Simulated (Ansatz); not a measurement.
`CCCO[SiH3]` + H–F → `F[SiH3]` + `CCCO`  (ligand exchange at the Si–O bond)

Program: Ansatz. Geometries: PBE0-D4/def2-TZVP. ΔE: electronic, gas phase. CCSD(T)/CBS adds triple-zeta CCSD(T) − MP2 to the extrapolated MP2 energy (def2 sets, frozen cores). This one scheme is used for every species. DFT in def2-TZVPP. One conformer a species, not always the lowest.

Question: Is it downhill or uphill in electronic energy at CCSD(T)/CBS, and by how much? (Estimate.)

Answer: The calculation gave: Downhill: ΔE = -0.39 eV.

Question: What do these levels give: r2SCAN-D4, ωB97X-V, MP2/def2-TZVPP, SCS-MP2/def2-TZVPP, HF/def2-QZVPP, MP2/def2-QZVPP? (Best estimate.)

Answer: Ansatz gave: r2SCAN-D4 -0.43, ωB97X-V -0.43, MP2/def2-TZVPP -0.37, SCS-MP2/def2-TZVPP -0.41, HF/def2-QZVPP -0.52, MP2/def2-QZVPP -0.37 eV.

Largest T1 diagnostic among the species: 0.011.

In def2-TZVPP, CCSD(T) changes the Hartree–Fock value by +0.12 eV (the triples alone add +0.02 eV) and MP2 by +0.14 eV. The D4 term adds +0.09 eV with B3LYP and +0.05 eV with PBE0; it sums over pairs of atoms, weighted by their polarisabilities, and B3LYP, whose exchange is more repulsive, gets the larger term.

B3LYP here is the variant with VWN-RPA as its local correlation; programs differ in this.
